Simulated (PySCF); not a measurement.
PySCF input for Se(Et)(GeH3) (C2H8GeSe), SMILES CC[Se][GeH3], TDDFT-CAM-B3LYP/def2-SVPD. Geometry: PBE0-D3(BJ)/def2-SVP. This is a generated structure with no PubChem entry under its InChIKey; it may be hypothetical. Other conformers were not sampled.

```python
import numpy as np
from pyscf import gto, scf, dft, tdscf

mol = gto.M(
    atom='''
    Se    0.51390217    0.46162384    0.82332391
    C     1.80874575   -0.63097030   -0.17998781
    C     2.04047441   -0.18290273   -1.60741894
    H     1.47667807   -1.67840895   -0.12517146
    H     2.72918199   -0.55190073    0.41794124
    H     2.36416894    0.86748668   -1.64842485
    H     1.12790454   -0.27368913   -2.21650411
    H     2.81919313   -0.80243689   -2.08216973
    Ge   -1.42299068   -0.22630756   -0.31241530
    H    -1.42334315   -1.76444670   -0.41551326
    H    -2.61217351    0.26270319    0.52909348
    H    -1.51390301    0.37056202   -1.73053400
    ''',
    basis='def2-SVPD',
    charge=0,
    spin=0,
    max_memory=1600,
    verbose=4,
)
mf = dft.RKS(mol, xc='cam-b3lyp').density_fit(auxbasis='def2-universal-jkfit')
mf.grids.level = 3
mf.conv_tol = 1e-9
mf.max_cycle = 100
mf.kernel()
mf.grids = dft.Grids(mol).set(level=1).build(with_non0tab=True)  # coarser grid for the response kernel
td = tdscf.TDDFT(mf)
td.singlet = True
td.nstates = 10
td.conv_tol = 1e-4
td.positive_eig_threshold = 1e-6
td.kernel(x0=td.get_init_guess(mf, 15))
td.analyze()
tt = tdscf.TDA(mf)
tt.singlet = False
tt.nstates = 4
tt.conv_tol = 1e-4
tt.positive_eig_threshold = 1e-6
tt.kernel(x0=tt.get_init_guess(mf, 9))
tt.analyze(verbose=3)
```

Program output:

```
PySCF version 2.14.0

[INPUT] verbose = 4
[INPUT] num. atoms = 12
[INPUT] num. electrons = 86
[INPUT] charge = 0
[INPUT] spin (= nelec alpha-beta = 2S) = 0
[INPUT] symmetry False subgroup None
[INPUT] Mole.unit = angstrom
[INPUT] Symbol           X                Y                Z      unit          X                Y                Z       unit  Magmom
[INPUT]  1 Se     0.513902170000   0.461623840000   0.823323910000 AA    0.971134356120   0.872342630170   1.555856701706 Bohr   0.0
[INPUT]  2 C      1.808745750000  -0.630970300000  -0.179987810000 AA    3.418034096471  -1.192361059735  -0.340127666660 Bohr   0.0
[INPUT]  3 C      2.040474410000  -0.182902730000  -1.607418940000 AA    3.855937799083  -0.345636067135  -3.037581564039 Bohr   0.0
[INPUT]  4 H      1.476678070000  -1.678408950000  -0.125171460000 AA    2.790517126451  -3.171733240519  -0.236539778012 Bohr   0.0
[INPUT]  5 H      2.729181990000  -0.551900730000   0.417941240000 AA    5.157406505195  -1.042941227648   0.789794479761 Bohr   0.0
[INPUT]  6 H      2.364168940000   0.867486680000  -1.648424850000 AA    4.467631808803   1.639312241908  -3.115071503427 Bohr   0.0
[INPUT]  7 H      1.127904540000  -0.273689130000  -2.216504110000 AA    2.131430675254  -0.517197498970  -4.188585721873 Bohr   0.0
[INPUT]  8 H      2.819193130000  -0.802436890000  -2.082169730000 AA    5.327502907955  -1.516385954348  -3.934730534560 Bohr   0.0
[INPUT]  9 Ge    -1.422990680000  -0.226307560000  -0.312415300000 AA   -2.689062663009  -0.427659308319  -0.590379354124 Bohr   0.0
[INPUT] 10 H     -1.423343150000  -1.764446700000  -0.415513260000 AA   -2.689728734776  -3.334321024393  -0.785206262525 Bohr   0.0
[INPUT] 11 H     -2.612173510000   0.262703190000   0.529093480000 AA   -4.936292523744   0.496437081150   0.999841771493 Bohr   0.0
[INPUT] 12 H     -1.513903010000   0.370562020000  -1.730534000000 AA   -2.860862068055   0.700260729966  -3.270235309248 Bohr   0.0

nuclear repulsion = 541.794771177023
number of shells = 77
number of NR pGTOs = 303
number of NR cGTOs = 183
basis = def2-SVPD
ecp = {}


[settings echo left out]
init E= -4557.7289242296
  HOMO = -0.277195639421836  LUMO = -0.0349419849304811  gap/eV = 6.59206
cycle= 1 E= -4559.14306780965  delta_E= -1.41  |g|= 0.456  |ddm|= 4.01
  HOMO = -0.25748280154025  LUMO = 0.00878642564347931  gap/eV = 7.24555
cycle= 2 E= -4559.15249814106  delta_E= -0.00943  |g|= 0.442  |ddm|= 0.908
  HOMO = -0.279763012998114  LUMO = 0.0160435700019375  gap/eV = 8.04931
cycle= 3 E= -4559.17772985941  delta_E= -0.0252  |g|= 0.0392  |ddm|= 0.433
  HOMO = -0.283542481875827  LUMO = 0.0156078488225075  gap/eV = 8.14030
cycle= 4 E= -4559.1779179569  delta_E= -0.000188  |g|= 0.0107  |ddm|= 0.0535
  HOMO = -0.283869151307054  LUMO = 0.0157433740446096  gap/eV = 8.15287
cycle= 5 E= -4559.17794203176  delta_E= -2.41e-05  |g|= 0.00255  |ddm|= 0.0217
  HOMO = -0.283456542259395  LUMO = 0.0158605669254221  gap/eV = 8.14483
cycle= 6 E= -4559.1779439884  delta_E= -1.96e-06  |g|= 0.000719  |ddm|= 0.00567
  HOMO = -0.28357230032004  LUMO = 0.0158415098432654  gap/eV = 8.14746
cycle= 7 E= -4559.17794420794  delta_E= -2.2e-07  |g|= 0.000148  |ddm|= 0.00183
  HOMO = -0.283564015113309  LUMO = 0.0158420217594606  gap/eV = 8.14725
cycle= 8 E= -4559.17794421875  delta_E= -1.08e-08  |g|= 6.45e-05  |ddm|= 0.0004
  HOMO = -0.283568530803264  LUMO = 0.015842003215794  gap/eV = 8.14738
cycle= 9 E= -4559.17794422013  delta_E= -1.38e-09  |g|= 2.29e-05  |ddm|= 0.00013
  HOMO = -0.28356959210344  LUMO = 0.0158417884172044  gap/eV = 8.14740
cycle= 10 E= -4559.17794422028  delta_E= -1.46e-10  |g|= 4.79e-06  |ddm|= 4.27e-05
  HOMO = -0.283569852947849  LUMO = 0.0158415626112007  gap/eV = 8.14740
Extra cycle  E= -4559.17794422026  delta_E= 2.27e-11  |g|= 4.46e-06  |ddm|= 1.35e-05
converged SCF energy = -4559.17794422026
tot grids = 44888
Overwritten attributes  positive_eig_threshold  of <class 'pyscf.tdscf.rks.TDDFT'>


******** <class 'pyscf.tdscf.rks.TDDFT'> for <class 'pyscf.df.df_jk.DFRKS'> ********
nstates = 10 singlet
deg_eia_thresh = 1.000e-03
wfnsym = None
conv_tol = 0.0001
eigh lindep = 1e-12
eigh level_shift = 0
eigh max_cycle = 100


Excitation energies (eV)
[4.73352498 5.43245984 6.0040016  6.60882487 6.72023471 6.84614375
 6.96132302 7.16306077 7.23928795 7.38064463]

** Singlet excitation energies and oscillator strengths **
Excited State   1:      4.73352 eV    261.93 nm  f=0.0072
      43 -> 44        0.64109
      43 -> 45        0.11682
      43 -> 46        0.16367
      43 -> 51       -0.15597
Excited State   2:      5.43246 eV    228.23 nm  f=0.0123
      43 -> 44        0.18101
      43 -> 46       -0.64222
      43 -> 51        0.15499
Excited State   3:      6.00400 eV    206.50 nm  f=0.0153
      43 -> 44       -0.13589
      43 -> 45        0.67578
Excited State   4:      6.60882 eV    187.60 nm  f=0.0016
      43 -> 47        0.58719
      43 -> 48       -0.10334
      43 -> 49       -0.31334
      43 -> 50       -0.10850
Excited State   5:      6.72023 eV    184.49 nm  f=0.0118
      42 -> 44       -0.41148
      42 -> 46       -0.10275
      43 -> 48        0.18760
      43 -> 49        0.13527
      43 -> 50       -0.45969
Excited State   6:      6.84614 eV    181.10 nm  f=0.0254
      42 -> 44       -0.11466
      43 -> 47       -0.25647
      43 -> 48       -0.48808
      43 -> 49       -0.26835
      43 -> 50       -0.17448
      43 -> 51        0.24401
Excited State   7:      6.96132 eV    178.10 nm  f=0.1061
      42 -> 44        0.14639
      43 -> 47       -0.23331
      43 -> 48        0.36131
      43 -> 49       -0.49106
      43 -> 50       -0.16294
Excited State   8:      7.16306 eV    173.09 nm  f=0.0095
      42 -> 44        0.11280
      42 -> 46        0.21348
      43 -> 46       -0.16995
      43 -> 48       -0.20589
      43 -> 49        0.11870
      43 -> 50       -0.29646
      43 -> 51       -0.44250
      43 -> 52        0.14976
Excited State   9:      7.23929 eV    171.27 nm  f=0.0811
      42 -> 44       -0.24215
      42 -> 46       -0.39407
      42 -> 51        0.13292
      43 -> 46       -0.11974
      43 -> 48       -0.12437
      43 -> 49       -0.11958
      43 -> 50        0.23128
      43 -> 51       -0.32840
      43 -> 52        0.10264
Excited State  10:      7.38064 eV    167.99 nm  f=0.2008
      41 -> 44       -0.17479
      42 -> 44        0.34150
      42 -> 45        0.16466
      42 -> 46       -0.46691
      43 -> 49        0.12297
      43 -> 50       -0.21458

** Transition electric dipole moments (AU) **
state          X           Y           Z        Dip. S.      Osc.
  1         0.0530      0.1756     -0.1683      0.0620      0.0072
  2        -0.0017      0.2276     -0.2016      0.0924      0.0123
  3         0.1346      0.1289     -0.2629      0.1039      0.0153
  4        -0.0602     -0.0778     -0.0109      0.0098      0.0016
  5        -0.2321     -0.0395     -0.1279      0.0718      0.0118
  6        -0.1508      0.0416     -0.3562      0.1513      0.0254
  7         0.4536      0.4959      0.4128      0.6221      0.1061
  8         0.0845      0.1958     -0.0942      0.0543      0.0095
  9        -0.6727      0.0676      0.0204      0.4575      0.0811
 10         0.7636      0.4666      0.5565      1.1104      0.2008

** Transition velocity dipole moments (imaginary part, AU) **
state          X           Y           Z        Dip. S.      Osc.
  1         0.0095      0.0312     -0.0305      0.0020      0.0076
  2        -0.0004      0.0506     -0.0431      0.0044      0.0147
  3         0.0297      0.0233     -0.0555      0.0045      0.0136
  4        -0.0150     -0.0243     -0.0004      0.0008      0.0022
  5        -0.0572     -0.0089     -0.0312      0.0043      0.0117
  6        -0.0385      0.0112     -0.0908      0.0099      0.0261
  7         0.1181      0.1286      0.1075      0.0420      0.1095
  8         0.0199      0.0529     -0.0231      0.0037      0.0094
  9        -0.1781      0.0200      0.0085      0.0322      0.0807
 10         0.2086      0.1294      0.1547      0.0842      0.2070

** Transition magnetic dipole moments (imaginary part, AU) **
state          X           Y           Z
  1         0.1969      0.2354      0.3354
  2        -0.0832     -0.2202     -0.3069
  3         0.6808     -0.4816     -0.1286
  4         0.7830     -0.1304     -0.2263
  5         0.1021     -0.1497     -0.2301
  6         0.4786      0.3719     -0.0271
  7         0.3681     -0.2174     -0.0622
  8         0.2440     -0.4630      0.0047
  9         0.3112      0.9940     -0.4926
 10        -0.0334     -0.4781      0.2068
Overwritten attributes  positive_eig_threshold  of <class 'pyscf.tdscf.rks.TDA'>


******** <class 'pyscf.tdscf.rks.TDA'> for <class 'pyscf.df.df_jk.DFRKS'> ********
nstates = 4 triplet
deg_eia_thresh = 1.000e-03
wfnsym = None
conv_tol = 0.0001
eigh lindep = 1e-12
eigh level_shift = 0
eigh max_cycle = 100


Excitation energies (eV)
[4.34148909 4.8856703  5.82146893 5.90483656]

** Triplet excitation energies and oscillator strengths **
Excited State   1:      4.34149 eV    285.58 nm  f=0.0000
Excited State   2:      4.88567 eV    253.77 nm  f=0.0000
Excited State   3:      5.82147 eV    212.98 nm  f=0.0000
Excited State   4:      5.90484 eV    209.97 nm  f=0.0000
```

The calculation finished and met its thresholds.
